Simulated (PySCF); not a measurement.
`InChI=1S/C7H11NO/c8-4-7-2-1-6(3-7)9-5-7/h4,6,8H,1-3,5H2/b8-4-/t6-,7+/m0/s1`

Geometry:
| atom | x (Å) | y (Å) | z (Å) |
| --- | --- | --- | --- |
| H1 | 2.456 | -1.643 | -0.462 |
| N2 | 2.767 | -1.061 | 0.315 |
| C3 | 1.933 | -0.217 | 0.717 |
| C4 | 0.552 | 0.051 | 0.213 |
| C5 | -0.025 | -0.927 | -0.823 |
| C6 | -1.524 | -0.559 | -0.832 |
| C7 | -1.600 | 0.546 | 0.235 |
| C8 | -0.570 | 0.081 | 1.264 |
| O9 | -1.019 | 1.728 | -0.291 |
| C10 | 0.378 | 1.471 | -0.367 |
| H11 | 2.248 | 0.415 | 1.544 |
| H12 | 0.125 | -1.959 | -0.499 |
| H13 | 0.438 | -0.801 | -1.802 |
| H14 | -2.154 | -1.405 | -0.564 |
| H15 | -1.849 | -0.172 | -1.796 |
| H16 | -2.603 | 0.783 | 0.585 |
| H17 | -0.786 | -0.894 | 1.694 |
| H18 | -0.402 | 0.815 | 2.050 |
| H19 | 0.718 | 1.534 | -1.406 |
| H20 | 0.913 | 2.224 | 0.223 |

Theory: GIAO B3LYP/pcSseg-1 magnetisability, rotational g tensor and spin-rotation constants, non-relativistic, gas phase (PySCF 2.14.0). Geometry: GFN2-xTB.

(1) What are the magnetisability and the molar susceptibility?

(2) Split it along the inertial axes a, b, c into diamagnetic and paramagnetic parts about the centre of mass, with the quadrupole moment.

(3) And the rotational g tensor?

Results:

(1) Isotropic -1337 × 10⁻³⁰ J/T², or -80.5 × 10⁻⁶ cm³/mol; principal values -1468, -1339, -1203 × 10⁻³⁰ J/T², anisotropy 230 × 10⁻³⁰ J/T² (root of half the summed squared differences of the principal values). The susceptibility is in cgs units.

(2) 
```tsv
axis	χ (10⁻⁶ cm³/mol)	diamagnetic (10⁻⁶ cm³/mol)	paramagnetic (10⁻⁶ cm³/mol)	summed x² of all electrons (Å²)	quadrupole Θ (D Å)
a	-79.9	-514.9	435.0	175.7	-15.68
b	-79.1	-949.1	870.1	73.4	+7.70
c	-82.6	-1056.7	974.1	48.0	+7.99
```
Anisotropies 2χaa − χbb − χcc = +1.9 and 2χbb − χaa − χcc = +4.4 × 10⁻⁶ cm³/mol. Θ is traceless in Buckingham's convention.

(3) 
```
axis  rotational constant (GHz)        g  nuclear part  electronic part
   a                     3.2006  -0.0214        0.6327          -0.6541
   b                     1.4293  -0.0193        0.5649          -0.5843
   c                     1.2698  -0.0152        0.5659          -0.5811
```
Asymmetric top; isotopes 12C, 1H, 14N, 16O; no vibrational averaging.
